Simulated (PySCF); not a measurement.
**Complete the spectrum of 4-propylpyridine**

4-propylpyridine, C8H11N.
InChI=1S/C8H11N/c1-2-3-8-4-6-9-7-5-8/h4-7H,2-3H2,1H3

Method used: TDDFT wB97X-D/def2-SVPD, vertical, gas phase, core orbitals frozen in the response (PySCF). The structure is a single PBE0-D3(BJ)/def2-SVP conformer in the gas phase; no vibrational or solvent corrections. Torsions of this conformer, `[CH3:1][CH2:2][CH2:3][c:4]1[cH:5][cH:6][n:7][cH:8][cH:9]1`: C1–C2–C3–C4 180°, C2–C3–C4–C5 89°.

Lowest singlets, with some entries withheld (?).

```csv
state,ν̃ (cm⁻¹),f,"main configurations (H = HOMO, L = LUMO)"
S1,41300,0.0048,H→L (97%)
S2,43170,0.0000,H→L+1 (99%)
S3,45120,0.027,"H-1→L (68%), H-2→L+1 (30%)"
S4,51100,0.0011,"H-1→L+1 (52%), H-2→L (46%)"
S5,57830,0.370,"H-2→L+1 (66%), H-1→L (29%)"
S6,?,0.804,"H-2→L (50%), H-1→L+1 (44%)"
S7,?,0.0004,"H-1→L+2 (51%), H-1→L+3 (41%)"
S8,?,0.031,"H→L+3 (49%), H→L+2 (32%), H→L+6 (11%)"
S9,?,0.0037,"H-6→L (62%), H-3→L (34%)"
S10,?,0.029,"H-2→L+2 (49%), H-1→L+4 (24%), H-2→L+3 (18%)"
```

(1) What stands in place of each question mark?

(2) What is the mean static polarisability from the same response equations?

(3) Where do the lowest triplets lie (Tamm–Dancoff)?

(4) How far apart are S5 and S9, in eV and cm⁻¹?

Results:

(1) 
- S6: ν̃ = 58130 cm⁻¹
- S7: ν̃ = 62060 cm⁻¹
- S8: ν̃ = 62560 cm⁻¹
- S9: ν̃ = 62620 cm⁻¹
- S10: ν̃ = 65010 cm⁻¹

(2) 99.9 au (14.80 Å³), with principal values 71.4, 102.5 and 125.8 au.

(3) T1 4.34 eV, H-1→L+1 (61%), H-2→L (33%); T2 4.46 eV, H→L (93%); T3 4.78 eV, H-1→L (95%); T4 4.97 eV, H-2→L (62%), H-1→L+1 (36%). E(S1) − E(T1) = +0.78 eV.

(4) 7.764 − 7.170 = 0.594 eV, or about 4790 cm⁻¹.

The vertical ionisation energy (ΔSCF) is 9.33 eV, 1.27 eV above S10.
